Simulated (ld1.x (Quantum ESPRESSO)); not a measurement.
# PW91 PAW dataset for samarium (Sm), scalar-relativistic all-electron reference.

- Element: Sm
- Generator: ld1.x (Quantum ESPRESSO) 7.5
- Type: PAW
- Functional: PW91
- Relativity: scalar-relativistic
- Frozen core: [Xe]
- Valence charge: 8
- Reference configuration: 4f6 5d0 6s1.75 6p0 (charge +0.25)
- Partial waves: 6s (bound): rcut 3.25, rcutus 3.80 bohr; 6s channel at 0.85 Ry: rcut 3.25, rcutus 3.80 bohr; 6p (bound, empty): rcut 3.20, rcutus 4.30 bohr; 6p channel at 0.5 Ry: rcut 3.20, rcutus 4.30 bohr; 5d (bound, empty): rc 0.90 bohr; 5d channel at 1.55 Ry: rc 0.90 bohr; 4f (bound): rcut 0.70, rcutus 0.95 bohr; 4f channel at 0.3 Ry: rcut 0.70, rcutus 0.95 bohr
- Local potential: all-electron potential smoothed inside 3.65 bohr (lloc = -2)
- Core correction: Bessel-smoothed model core inside 0.45 bohr
- Augmentation charge: PSQ, inside the norm-conserving radii

Q: Does this generation succeed?

A: No. ld1.x (Quantum ESPRESSO) 7.5 stopped with "invmat: error in DGETRF": a PAW channel has rcut = rcutus, so it is not pseudised and its block of the matrix B = ⟨φ|χ⟩ is zero.
